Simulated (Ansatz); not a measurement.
```xyz
3

Ti    0.0000    0.0000   -0.3577
O     0.0000    1.2196    0.4918
O     0.0000   -1.2196    0.4918
```

Basis set: 6-31G* (spherical functions). Left uncorrelated: 7 orbitals. Charge 0, multiplicity 1.

Computed with Ansatz (development build ahead of 0.2.0); each method stands on the lowest determinant of its kind that the runs found. Restricted open shells among the atoms or ions are ROHF, correlated in semicanonical orbitals with singles.

**Question.** Give the atomization energy at this shape (free ground-state atoms in the same class of orbitals less the molecule, no zero-point energy) of singlet TiO₂ by RHF-MP2, RHF.

**Answer.**

| method | atomization energy |
| --- | --- |
| RHF-MP2 | 12.07 eV |
| RHF | 3.06 eV |

Caution: no unrestricted run beside it, a lower state can exist; other spin multiplicities were not run; the shape is not the minimum.
